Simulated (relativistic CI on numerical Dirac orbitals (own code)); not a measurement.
Cu³⁺: M2,3 absorption edge

Computed with this model: Dirac-Coulomb-Breit CI, KLI orbitals optimised for each configuration, a model potential for QED, valence Slater integrals scaled by 0.7, multiplet model of core-to-valence dipole absorption; configurations [Ar] 3d8 → [Ne] 3s2 3p5 3d9; 80 K; Lorentzian 0.48 eV and Gaussian 0.3 eV FWHM. Energies are those of the free ion, without screening or charge transfer. The branching ratio is the share of the lower-energy edge in the whole absorption, uncertain by about 0.02 where the edges overlap. S is read from ⟨S²⟩ = S(S + 1).

Field parameters in Wybourne normalisation: D4h B²₀ = −7Ds, B⁴₀ = 21(Dq − Dt), B⁴₄ = 21√(5/14) Dq. The field is a parameter set, without covalency.

free ion: ground-state S = 1.00, centroid 76.94 eV. Peaks (eV, height): 73.8 (52), 74.8 (17), 78.8 (100).

D4h, 10Dq = 18950, Ds = -1500, Dt = -490 cm⁻¹: ground-state S = 1.00, centroid 79.05 eV. Peaks (eV, height): 76.2 (70), 77.3 (100), 79.3 (43), 81.6 (84), 82.0 (83), 83.3 (16).

D4h, 10Dq = 18950, Ds = -860, Dt = -490 cm⁻¹: ground-state S = 1.00, centroid 79.05 eV. Peaks (eV, height): 76.4 (87), 77.0 (100), 79.3 (47), 81.7 (94), 83.3 (20).

D4h, 10Dq = 18950, Ds = -210, Dt = -490 cm⁻¹: ground-state S = 1.00, centroid 79.05 eV. Peaks (eV, height): 76.8 (100), 77.7 (85), 79.3 (46), 81.8 (93), 83.3 (19).

D4h, 10Dq = 18950, Ds = 1070, Dt = -490 cm⁻¹: ground-state S = 1.00, centroid 79.05 eV. Peaks (eV, height): 76.9 (100), 77.8 (86), 79.3 (46), 81.7 (87), 83.2 (17).

D4h, 10Dq = 18950, Ds = 1710, Dt = -490 cm⁻¹: ground-state S = 1.00, centroid 79.05 eV. Peaks (eV, height): 77.0 (100), 77.7 (88), 79.3 (48), 81.9 (86).

Strongest unbroadened transitions for D4h, 10Dq = 18950, Ds = 1710, Dt = -490 cm⁻¹:

| Energy (eV) | Relative strength |
| --- | --- |
| 76.12 | 39.4 |
| 76.30 | 33.0 |
| 76.56 | 49.4 |
| 76.89 | 55.9 |
| 76.91 | 63.0 |
| 77.26 | 93.8 |
| 77.69 | 100.0 |
| 77.95 | 38.8 |
| 79.21 | 26.3 |
| 79.31 | 55.3 |
| 81.03 | 25.9 |
| 81.55 | 26.9 |
| 81.58 | 65.5 |
| 81.93 | 29.3 |
| 82.01 | 37.6 |
| 82.07 | 26.5 |
| 82.09 | 30.0 |
| 82.32 | 26.4 |
